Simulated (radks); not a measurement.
Re LVI, 20 electrons, occupied as [Ar] 3d2. All-electron calculation, Dirac Kohn-Sham, PBE, spin-unpolarised, spherical densities, finite nucleus; open shells fill j = l - 1/2 first; Fermi nuclear charge, rms radius 5.3698 fm. Program: a radial shooting solver on a logarithmic mesh with Libxc functionals.

Normalised radial functions P(r) = r R(r) (large component), r in bohr:

```
   r/bohr * 3s1/2 (the largest magnitude, 2.64, reaches the edge; | marks zero)
 0.001585                             |    *
 0.001773                             |    *
 0.001967                             |     *
   0.0022                             |     *
 0.002442                             |      *
 0.002731                             |      *
 0.003055                             |      *
 0.003389                             |       *
 0.003791                             |       *
 0.004207                             |        *
 0.004705                             |        *
 0.005221                             |        *
 0.005839                             |         *
 0.006479                             |         *
 0.007247                             |         *
 0.008042                             |         *
 0.008995                             |         *
 0.009981                             |         *
  0.01116                             |        *
  0.01249                             |       *
  0.01385                             |      *
   0.0155                             |     *
   0.0172                             |   *
  0.01923                             | *
  0.02134                             *
  0.02387                           * |
  0.02649                        *    |
  0.02963                      *      |
  0.03287                   *         |
  0.03677                 *           |
  0.04113               *             |
  0.04563             *               |
  0.05104             *               |
  0.05664             *               |
  0.06335               *             |
  0.07029                  *          |
  0.07862                      *      |
  0.08724                           * |
  0.09758                             |   *
   0.1083                             |         *
   0.1211                             |               *
   0.1344                             |                    *
   0.1503                             |                        *
   0.1681                             |                          *
   0.1865                             |                          *
   0.2086                             |                        *
   0.2315                             |                     *
    0.259                             |                *
   0.2873                             |            *
   0.3214                             |        *
   0.3566                             |     *
   0.3989                             |  *
   0.4426                             | *
    0.495                             |*
   0.5493                             *
   0.6144                             *
```

3s1/2: eigenvalue -6164.8 eV, 2 radial nodes at r = 0.0217, 0.0901 bohr, <r> = 0.186 bohr, 90 % of the charge inside 0.271 bohr.
